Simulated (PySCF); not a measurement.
## Frontier levels across methods

Species: C3H7NSSi.
Geometry (PBE0-D3(BJ)/def2-SVP, Å), atoms numbered from 1 in this order:
```xyz
13
C3H7NSSi angstrom
C     -1.5486   -1.1969    0.5397
N     -0.7016   -0.3397    0.1333
C     -1.0684    0.8186   -0.5153
C     -0.1040    1.6714   -0.9202
S      1.6071    1.4644   -0.7079
Si     1.8482   -0.4269    0.3576
H     -1.1908   -2.1001    1.0497
H     -2.6369   -1.0738    0.4021
H     -2.1297    1.0375   -0.6969
H     -0.3764    2.5958   -1.4375
H      3.3515   -0.3453    0.4156
H      1.5534   -1.6696   -0.4081
H      1.4022   -0.4521    1.7781
```

Basis pcSseg-1 throughout (PySCF), one geometry. Geometry: PBE0-D3(BJ)/def2-SVP, one conformer, isolated molecule.

How do the orbital energies, the gap and the dipole change with the method?

```json
{"method": "B97-2", "kind": "global hybrid", "HOMO (eV)": "-6.20", "LUMO (eV)": "-1.78", "gap (eV)": "4.42", "μ (D)": "3.56", "SCF cycles": "14"}
{"method": "PBE0", "kind": "global hybrid", "HOMO (eV)": "-6.43", "LUMO (eV)": "-1.74", "gap (eV)": "4.68", "μ (D)": "3.60", "SCF cycles": "12"}
{"method": "mPW1PW91", "kind": "global hybrid", "HOMO (eV)": "-6.45", "LUMO (eV)": "-1.75", "gap (eV)": "4.69", "μ (D)": "3.61", "SCF cycles": "14"}
{"method": "BHandHLYP", "kind": "global hybrid", "HOMO (eV)": "-7.21", "LUMO (eV)": "-0.64", "gap (eV)": "6.57", "μ (D)": "3.82", "SCF cycles": "13"}
{"method": "CAM-B3LYP", "kind": "range-separated hybrid", "HOMO (eV)": "-7.56", "LUMO (eV)": "-0.62", "gap (eV)": "6.94", "μ (D)": "3.69", "SCF cycles": "13"}
{"method": "wB97X-D", "kind": "range-separated hybrid", "HOMO (eV)": "-8.13", "LUMO (eV)": "-0.02", "gap (eV)": "8.11", "μ (D)": "3.79", "SCF cycles": "14"}
{"method": "LC-wPBE", "kind": "range-separated hybrid", "HOMO (eV)": "-8.84", "LUMO (eV)": "0.40", "gap (eV)": "9.24", "μ (D)": "4.01", "SCF cycles": "14"}
```

The HOMO spans 2.63 eV, from B97-2 down to LC-wPBE, and the gap runs from 4.42 eV (B97-2) to 9.24 eV (LC-wPBE). Over the methods B97-2 (21 %), PBE0 (25 %), mPW1PW91 (25 %), BHandHLYP (50 %), a straight line through the gap against the share of exact exchange rises by 0.75 eV for each 10 % (correlation coefficient 1.000). The dipole ranges from 3.56 D (B97-2) to 4.01 D (LC-wPBE). This basis has no diffuse functions.
